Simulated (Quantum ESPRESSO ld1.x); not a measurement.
Results of a calculation; reference values are marked as such.
Problem. Au+, configuration [Xe] 4f14 5d10 (the NIST ground configuration). Level of theory: Dirac Kohn-Sham, exchange-only LDA, spin-unpolarised, spherical densities, point nucleus (ld1.x of Quantum ESPRESSO 7.5).

Spin-orbit splittings of the eigenvalues, e(l+1/2) - e(l-1/2), with zeta = 2 splitting/(2l+1) and mean radii in bohr:

| shell | occ. | splitting (eV) | zeta (eV) | <r> j=l-1/2 | <r> j=l+1/2 |
|---|---|---|---|---|---|
| 2p | 6 | 1834 | 1223 | 0.05800 | 0.06655 |
| 3p | 6 | 404.6 | 269.7 | 0.1737 | 0.1894 |
| 3d | 10 | ? | ? | 0.1649 | 0.1697 |
| 4p | 6 | 97.26 | 64.84 | 0.4095 | 0.4439 |
| 4d | 10 | 18.11 | 7.244 | 0.4522 | 0.4635 |
| 4f | 14 | 3.812 | 1.089 | 0.4956 | 0.5026 |
| 5p | 6 | 16.63 | 11.09 | 1.003 | 1.104 |
| 5d | 10 | 1.562 | 0.6248 | 1.547 | 1.620 |

Estimate the 3d splitting.

Solution. 87.00 eV (zeta = 34.80 eV).
